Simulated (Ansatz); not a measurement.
`[CH3][AlH][Br]` + H₂ → `[AlH2][Br]` + CH₄  (hydrogenolysis of the Al–C bond)

Computed with Ansatz on PBE0-D4/def2-TZVP structures; ΔE is electronic, products minus reactants. CBS: MP2 limit from def2 TZ/QZ plus the TZ coupled-cluster correction, frozen cores. This one scheme is used for every species. DFT in def2-TZVPP. For Br outer-core shells are correlated without core-valence functions, which leaves a few kJ/mol of doubt a bond. Scalar relativity is left out up to krypton.

`[CH3][AlH][Br]`:

```xyz
7

C     0.011    0.905   -0.298
Al    0.115   -0.890    0.428
Br   -1.200   -2.518   -0.440
H    -0.267    1.617    0.486
H    -0.713    0.989   -1.110
H     0.989    1.223   -0.675
H     1.067   -1.326    1.610
```

H₂:

Z-matrix (Å, degrees):
```
H
H 1 0.746
```

`[AlH2][Br]`:

Z-matrix (Å, degrees):
```
Al
Br 1 2.256
H 1 1.576 2 117.6
H 1 1.576 2 117.6 3 180.0
```

CH₄:

Z-matrix (Å, degrees):
```
C
H 1 1.090
H 1 1.090 2 109.5
H 1 1.090 2 109.5 3 -120.0
H 1 1.090 2 109.5 3 120.0
```

```tsv
level	ΔE (kJ/mol)
revPBE-D4	-14.4
BHLYP-D4	-26.4
PBE	-19.1
r2SCAN0	-20.1
BHLYP	-31.7
CCSD(T)/def2-SVP	-33.2
HF/def2-QZVPP	-43.5
MP2/CBS(def2)	-13.3
```

Task: What does CCSD(T)/CBS give? (Estimate.)

Result: Computed: -18.6 kJ/mol. The listed levels differ from it by 4.2, -7.8, -0.5, -1.5, -13.1, -14.6, -24.9, 5.3 kJ/mol.

Largest T1 diagnostic among the species: 0.008.

From PBE to PBE0 (25 % exact exchange), in def2-TZVPP and without D4, ΔE moves by −3.4 kJ/mol. At CCSD(T), def2-SVP lies −14.6 kJ/mol from the extrapolated value and def2-TZVPP −2.4 kJ/mol.
